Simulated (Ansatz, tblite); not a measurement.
MN(OH)3 with several metals: vertical triplet (eV) at several levels, gas phase, relaxed structures; Ansatz, xTB through tblite. Core potentials for Mo, W in the def2 sets, no spin–orbit coupling. xTB has no spin-polarisation term. Names give formal oxidation states. The structures are stationary points that may keep the symmetry of their start. Remarks come from the PBE and PBE0 runs and from stability tests at other levels; not every state was tested. HOMO above LUMO (over both spins in singlets and doublets, within one spin in higher multiplets; at PBE or PBE0), or a gap under 0.15 eV within one spin, warns that the state may not be the lowest or that an electron is smeared out.

```json
{"species": "CrN(OH)3 (CrNO3H3)", "state": "singlet", "geometry": "B3LYP-D4/def2-SVP", "GFN1-xTB": "3.04", "GFN2-xTB": "2.73", "PBE-D4/def2-TZVP": "3.80", "r2SCAN-D4/def2-TZVP": "3.56", "PBE0-D4/def2-TZVP": "3.22", "remarks": "restricted SCF unstable in HF, gap within one spin near zero at PBE or PBE0 (triplet)"}
{"species": "WN(OH)3 (WNO3H3)", "state": "singlet", "geometry": "r2SCAN-D4/def2-SVP", "GFN1-xTB": "4.63", "GFN2-xTB": "2.86", "PBE-D4/def2-TZVP": "4.90", "r2SCAN-D4/def2-TZVP": "4.74", "PBE0-D4/def2-TZVP": "4.61", "remarks": "restricted SCF unstable in HF"}
```

(1) Estimate the rows for MoN(OH)3 (MoNO3H3) (singlet, B3LYP-D4/def2-SVP geometry).

(1) 
```csv
species,state,geometry,GFN1-xTB,GFN2-xTB,PBE-D4/def2-TZVP,r2SCAN-D4/def2-TZVP,PBE0-D4/def2-TZVP,remarks
MoN(OH)3 (MoNO3H3),singlet,B3LYP-D4/def2-SVP,4.09,3.02,4.53,4.41,4.28,"restricted SCF unstable in HF, gap within one spin near zero at PBE or PBE0 (triplet)"
```

Over the 3 species that have every level, the mean is 3.92 at GFN1-xTB, 2.87 at GFN2-xTB, 4.41 at PBE-D4/def2-TZVP, 4.24 at r2SCAN-D4/def2-TZVP, 4.04 at PBE0-D4/def2-TZVP.
